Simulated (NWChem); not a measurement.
# CH3O3Re; SMILES [CH3][Re](=[O])(=[O])=[O]

All runs: NWChem. Medium grid unless said otherwise, to which SCAN and Minnesota functionals are sensitive. Coordinates come from a PBE-D3(BJ)/def2-SVP optimisation. Not confirmed as a minimum by frequencies. def2 effective core potentials on Re; no spin-orbit coupling.

Order these by “orbital gap (eV)”, lowest first: OLYP/def2-SVP; B3PW91/def2-SVP; Hartree-Fock/def2-SVP; MPW1K/def2-SVP.

OLYP/def2-SVP (4.17), B3PW91/def2-SVP (6.06), MPW1K/def2-SVP (8.29), Hartree-Fock/def2-SVP (13.55)
